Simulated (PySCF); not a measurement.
**From computed data to an observable: oscillator strength and radiative lifetime**

C₃H₈O₂Si, SMILES COC[SiH2]C=O.

The structure is a stationary point at B3LYP-D3(BJ)/def2-SVP. This is a generated structure with no PubChem entry under its InChIKey; it may be hypothetical. One conformer was computed; it need not be the lowest.

TDDFT-M06-2X/def2-SVPD run with PySCF puts the first singlet state with f over 0.02 at 6.67 eV (vertical), with the transition dipole (-0.006, -0.239, -0.361) in atomic units.

Q: Find the oscillator strength, the wavelength and the radiative lifetime that this transition would have in vacuum if emission retraced absorption.

A: 
|μ|² = 0.1875 au, so |μ| = 1.10 D. ΔE = 6.67/27.211 = 0.2451 hartree. f = (2/3) ΔE |μ|² = 0.031 (the program prints 0.031).
λ = 1239.84/6.67 = 186 nm; ν = 53797 cm⁻¹.
Einstein's coefficient A = 0.6670 ν² f s⁻¹ (ν in cm⁻¹) = 5.9e7 s⁻¹, so τ = 1/A = 17 ns. This state is S2; the lower singlet has f = 0.000. The figure is the radiative limit of this one transition; relaxation, internal conversion, crossing to triplets and a medium change what is measured.
